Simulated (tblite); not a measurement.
BrFH2Si.
Bonds: F1–Si2, Si2–Br3. Hydrogens: H4, H5 on Si2.

Computed with GFN2-xTB (tblite), gas phase: L-BFGS steps from a force-field or distance-geometry start until the largest atomic force falls under 0.01 eV/Å.

Step 2: E = -317.7858 eV
```
atom  x, y, z in Å  |  force x, y, z in eV/Å
F1     -0.8929    1.3342   -0.0415   -0.185   0.643  -0.020
Si2    -0.1469   -0.0514   -0.0007    0.475  -1.005  -0.075
Br3     2.0459    0.2371   -0.0512   -0.341   0.085  -0.028
H4     -0.5440   -0.8108   -1.1703    0.071   0.178  -0.020
H5     -0.4535   -0.7064    1.2466   -0.020   0.100   0.144
```

Step 3: E = -317.7994 eV
```
atom  x, y, z in Å  |  force x, y, z in eV/Å
F1     -0.8936    1.3394   -0.0417    0.067   0.153  -0.006
Si2    -0.1418   -0.0620   -0.0012    0.146  -0.406  -0.044
Br3     2.0405    0.2381   -0.0516   -0.217   0.090  -0.031
H4     -0.5430   -0.8081   -1.1703    0.038   0.104  -0.112
H5     -0.4535   -0.7046    1.2477   -0.033   0.060   0.192
```

Task: Estimate the geometry and energy of step 4. (The exact step hangs on the optimiser's Hessian estimate; all steps are aligned on step 3, rigid shifts and turns removed.)

Result: E = -317.8054 eV, largest force 0.241 eV/Å
```
atom  x, y, z in Å  |  force x, y, z in eV/Å
F1     -0.8882    1.3383   -0.0418    0.155  -0.043   0.000
Si2    -0.1375   -0.0728   -0.0016   -0.104  -0.079   0.015
Br3     2.0287    0.2405   -0.0526    0.005   0.106  -0.034
H4     -0.5408   -0.8027   -1.1716   -0.007   0.007  -0.216
H5     -0.4536   -0.7005    1.2505   -0.050   0.009   0.236
```

The energy changes by -0.0061 eV. The first-order estimate −F·Δx gives -0.0096 eV and the mean of the old and new forces, exact on a quadratic surface, -0.0061 eV. The step makes an angle of 31° with the force vector and moves no atom by more than 0.012 Å.

The cost below is that of the whole relaxation. On one thread, Arm Neoverse V1 (aarch64), shared host, this took under 0.1 s wall.
